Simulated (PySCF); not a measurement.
Compound: 4,4-dimethyl-2-pentyne, C7H12.
Atom-mapped SMILES: `[CH3:1][C:2]#[C:3][C:4]([CH3:5])([CH3:6])[CH3:7]` (hydrogens: H8, H9, H10 on C1; H11, H12, H13 on C5; H14, H15, H16 on C6; H17, H18, H19 on C7)

Computed by this run: PBE0-D3(BJ)/def2-SVP geometry optimisation, gas phase (PySCF 2.14.0); density fitting, grid level 2; the optimiser is geomeTRIC in internal coordinates, started from a GFN2-xTB structure.

Step 0: E = -7439.3630 eV
```
atom  x, y, z in Å  |  force x, y, z in eV/Å
C1      3.2760   -0.5752    0.2816   -0.392   0.068  -0.031
C2      1.8552   -0.3251    0.1599    1.206  -0.211   0.101
C3      0.6793   -0.1184    0.0582   -1.173   0.206  -0.101
C4     -0.7525    0.1327   -0.0651   -0.214   0.042  -0.020
C5     -1.0334    0.7571   -1.4374    0.090  -0.173   0.376
C6     -1.1878    1.0953    1.0463    0.131  -0.265  -0.301
C7     -1.5055   -1.1964    0.0691    0.221   0.365  -0.038
H8      3.6619   -0.1048    1.1859    0.273   0.115   0.284
H9      3.4628   -1.6478    0.3349    0.214  -0.349   0.028
H10     3.8027   -0.1673   -0.5812    0.313   0.093  -0.243
H11    -0.4934    1.6956   -1.5463    0.188   0.359  -0.073
H12    -2.0982    0.9528   -1.5496   -0.444   0.089  -0.067
H13    -0.7165    0.0856   -2.2329    0.106  -0.231  -0.326
H14    -2.2545    1.2975    0.9706   -0.455   0.098  -0.014
H15    -0.9834    0.6647    2.0244    0.062  -0.138   0.391
H16    -0.6486    2.0370    0.9677    0.188   0.372  -0.005
H17    -1.1951   -1.8896   -0.7100    0.094  -0.291  -0.287
H18    -1.3011   -1.6536    1.0352    0.052  -0.200   0.361
H19    -2.5775   -1.0307   -0.0188   -0.459   0.049  -0.033
```

**Question.** Estimate the geometry and energy of step 1. (The exact step hangs on the optimiser's Hessian estimate; all steps are aligned on step 0, rigid shifts and turns removed.)

**Answer.** E = -7439.4161 eV, largest force 0.089 eV/Å
```
atom  x, y, z in Å  |  force x, y, z in eV/Å
C1      3.3005   -0.5795    0.2839    0.087  -0.015   0.007
C2      1.8748   -0.3288    0.1611   -0.019   0.003  -0.001
C3      0.6850   -0.1198    0.0587   -0.007   0.002  -0.002
C4     -0.7572    0.1335   -0.0656   -0.013   0.002  -0.001
C5     -1.0444    0.7585   -1.4367   -0.011   0.033  -0.075
C6     -1.1987    1.0959    1.0444   -0.020   0.053   0.061
C7     -1.5166   -1.1927    0.0675   -0.036  -0.074   0.008
H8      3.7120   -0.1102    1.1927   -0.006  -0.016  -0.029
H9      3.5128   -1.6599    0.3405    0.000   0.034  -0.001
H10     3.8532   -0.1753   -0.5803   -0.011  -0.015   0.030
H11    -0.5050    1.7106   -1.5563   -0.010  -0.018   0.006
H12    -2.1232    0.9561   -1.5490    0.024  -0.008   0.011
H13    -0.7303    0.0858   -2.2494   -0.007   0.011   0.017
H14    -2.2796    1.2990    0.9675    0.024  -0.010  -0.005
H15    -0.9977    0.6688    2.0388   -0.004   0.005  -0.020
H16    -0.6615    2.0539    0.9713   -0.010  -0.019  -0.002
H17    -1.2117   -1.9014   -0.7177   -0.005   0.016   0.013
H18    -1.3202   -1.6622    1.0436   -0.004   0.012  -0.018
H19    -2.6022   -1.0232   -0.0225    0.027   0.005   0.001
```

The energy changes by -0.0531 eV. The first-order estimate −F·Δx gives -0.1091 eV and the mean of the old and new forces, exact on a quadratic surface, -0.0535 eV. The step makes an angle of 68° with the force vector and moves no atom by more than 0.052 Å.

The cost below is that of the whole optimisation. Hardware: an Arm Neoverse N1 with one thread, shared host with 64 logical CPUs at a one-minute load of 32. Cost: 58 s wall, 0.74 GiB resident at most.
